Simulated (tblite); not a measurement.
C₅H₁₀FPS.
Cartesian coordinates in Å at the GFN2-xTB level; atoms count from 1:
```xyz
18
C5H10FPS angstrom
C     -1.9301    1.1939   -0.3686
C     -1.8257   -0.3153   -0.1258
C     -1.0002   -0.5981    1.0816
F     -1.6534   -0.2797    2.2289
P      0.5589   -1.1787    1.3241
C      1.1149   -1.5216   -0.4307
S      1.2962   -0.0571   -1.5012
C      2.5722    0.8174   -0.5600
H     -0.9499    1.6026   -0.6000
H     -2.3228    1.6940    0.5135
H     -2.5942    1.3886   -1.2064
H     -2.8270   -0.7191    0.0504
H     -1.3984   -0.7974   -1.0040
H      0.4177   -2.1892   -0.9367
H      2.0887   -2.0126   -0.3794
H      3.4778    0.2174   -0.5312
H      2.7596    1.7547   -1.0730
H      2.2071    1.0068    0.4477
```

Method: GFN2-xTB as coded in tblite; computed harmonic values from a numerical Hessian at the method's own geometry, unscaled. This tight-binding method is rough: wavenumbers can miss measured ones by several per cent, in bad cases by 10 to 20. One conformer, not necessarily the lowest.

Harmonic wavenumbers (cm⁻¹): 44.2, 72.0, 85.1, 98.3, 159.6, 165.0, 197.1, 215.1, 248.5, 282.5, 377.1, 387.6, 509.7, 645.3, 701.0, 732.3, 740.8, 777.5, 814.3, 943.3, 948.0, 1006.2, 1030.3, 1068.2, 1071.5, 1152.2, 1171.4, 1222.2, 1283.0, 1317.7, 1329.2, 1404.0, 1408.7, 1442.0, 1446.9, 1453.3, 1491.7, 1493.0, 2955.9, 2956.7, 2980.6, 2997.1, 3014.6, 3022.4, 3044.0, 3045.9, 3048.9, 3063.6.

A = 1935, B = 978.6, C = 782.7 MHz; mass 152.022 u (most abundant isotopes); point group C1, symmetry number 1.

Question: Zero-point energy?

Answer: ½Σν̃ = 30533 cm⁻¹ = 365.25 kJ/mol.

Question: Give the ideal-gas entropy at 200 K and 1 bar in the rigid-rotor, harmonic-oscillator model (classical rotation).

Answer: Translation 163.21, rotation 119.55, vibration 97.68: S = 380.4 J/(mol K).

Question: And Cp and H(200 K) − H(0)?

Answer: Cp = 128.91 J/(mol K), of which vibrations give 95.65 (their classical limit is 48 R = 399.1); H(200 K) − H(0) = 17.13 kJ/mol without the zero-point energy, 10.48 from vibrations.

Question: How do the functions run with temperature in this model?

Answer: 
```tsv
T (K)	S (J/(mol K))	Cp (J/(mol K))	H − H(0) (kJ/mol)	G − H(0) (kJ/mol)	ln q(vib)
50	253.1	61.6	2.22	-10.44	0.64
100	305.3	90.6	6.07	-24.46	2.18
298.15	438.6	165.2	31.55	-99.23	8.42
373.15	478.7	192.7	44.98	-133.65	10.57
500	541.0	233.4	72.10	-198.38	14.05
750	647.2	290.4	138.11	-347.33	20.40
1000	736.3	328.0	215.71	-520.58	26.16
```

q(vib) and H(0) count from the zero-point level.

Question: What must be added to the electronic energy to get the Gibbs energy at 200 K and 1 bar?

Answer: ZPE + [H(200 K) − H(0)] − T·S = 365.25 + 17.13 − 76.09 = 306.29 kJ/mol.

Hindered rotation and anharmonicity are outside this model. Other conformers, if any are populated, would add a mixing term that is left out. The structure is chiral; the term R ln 2 for an equal mix with its mirror image is left out.
